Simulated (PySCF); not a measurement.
Bonds (- single, = double, # triple, : aromatic): Cl1-C2, C2=C3, C3-C4, C4-C5, C5-C6, C6-C7, C7-C8, C7-C2, C8-C4. C3 carries H9; C4 carries H10; C5 carries H11, H12; C6 carries H13, H14; C7 carries H15; C8 carries H16, H17. Stereochemistry as in ClC1=C[C@@H]2CC[C@H]1C2. H11, H13 are cis to C2 on the ring; H16 is cis to C5 on the ring; H12, H14 are trans to C2 on the ring; H17 is trans to C5 on the ring.

Geometry: GFN2-xTB; GIAO shifts from PySCF, gas phase, non-relativistic, averaged over equivalent atoms.

At LC-wPBE/MINI (53 basis functions, about 30 core-seconds):
| atoms | δ (ppm) |
| --- | --- |
| C2 | 127.3 |
| C3 | 121.9 |
| C8 | 50.5 |
| C7 | 46.6 |
| C4 | 42.4 |
| C5 | 30.0 |
| C6 | 29.4 |
| H9 | 6.46 |
| H10 | 2.91 |
| H15 | 2.67 |
| H17 | 1.92 |
| H12 | 1.82 |
| H14 | 1.80 |
| H16 | 1.35 |
| H13 | 1.24 |
| H11 | 1.23 |

References, each an isolated molecule treated in the same way: TMS for ¹³C (σref 231.19) and ¹H (σref 30.86).

**Question.** What do these become at X3LYP/pcSseg-1?

**Answer.** 
```
atoms  δ at X3LYP/pcSseg-1  change
   C2                155.3   +28.0
   C3                138.7   +16.8
   C8                 53.2    +2.7
   C7                 54.6    +8.0
   C4                 47.4    +5.0
   C5                 29.9    -0.1
   C6                 28.0    -1.4
   H9                 5.97   -0.49
  H10                 2.74   -0.17
  H15                 2.55   -0.12
  H17                 1.60   -0.32
  H12                 1.83   +0.01
  H14                 1.73   -0.07
  H16                 1.05   -0.30
  H13                 1.32   +0.08
  H11                 1.23   +0.00
```

δ = σ(ref) − σ, references computed at the same level: ¹³C (σ = 182.17 ppm) and ¹H (σ = 31.81 ppm) against TMS.

The largest change is at C2 (fully substituted alkene carbon). Cost: 188 basis functions, of the order of 100 core-seconds. The order of the carbon signals changes between the two levels.

Carbons that carry Cl, above all several Cl atoms, come out too deshielded, partly because spin–orbit coupling is missing.
